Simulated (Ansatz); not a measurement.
The lowest singlet and triplet of P2 (SMILES P#P); geometries from B3LYP-D3(BJ)/def2-TZVP, each state relaxed from the structure named, with no frequency check.
Singlet (charge 0, multiplicity 1):
| atom | x (Å) | y (Å) | z (Å) |
|---|---|---|---|
| P | 0.0000 | 0.0000 | -0.9447 |
| P | 0.0000 | 0.0000 | 0.9447 |

A positive gap puts the triplet lower; no zero-point energy. R- takes a restricted singlet. U- takes an unrestricted singlet (broken symmetry where lower, unprojected). The triplet is unrestricted in single-reference levels. Active spaces average the two states.

Cores are frozen in the correlated methods.

Programs: Ansatz (Gaussian orbitals). Values without a source in brackets are computed.

```
level                                        gap E(singlet) − E(triplet), vertical, at the singlet's geometry (kcal/mol)
-------------------------------------------  ---------------------------------------------------------------------------
R-HF/cc-pV(Q+d)Z                                                                                                  -40.42
U-SVWN5/def2-TZVPP                                                                                            (withheld)
R-PBE/def2-TZVPP                                                                                                  -67.04
R-r2SCAN/def2-TZVPP                                                                                               -63.30
U-r2SCAN/def2-TZVPP                                                                                               -63.30
U-B2PLYP/def2-TZVPP                                                                                               -69.25
U-CCSD(T)/cc-pV(Q+d)Z (spin-contaminated)                                                                         -68.30
R-CCSDT(Q)/cc-pV(D+d)Z                                                                                            -62.99
FIC-MRCISD+Q on SA-CASSCF(10,8)/cc-pV(Q+d)Z                                                                       -64.55
```

### Question
Some entries are withheld; supply them.

### Answer

- U-SVWN5/def2-TZVPP, gap E(singlet) − E(triplet), vertical, at the singlet's geometry (kcal/mol): -72.99

Doubts at one or more of the structures used: a restricted determinant that unrestricted orbitals would lower (R-HF/cc-pV(Q+d)Z, R-CCSDT(Q)/cc-pV(D+d)Z); T1 above 0.05 (U-CCSD(T)/cc-pV(Q+d)Z (spin-contaminated)); other coupled-cluster roots lie near (R-CCSDT(Q)/cc-pV(D+d)Z).

Ansatz is a program for electronic structure.
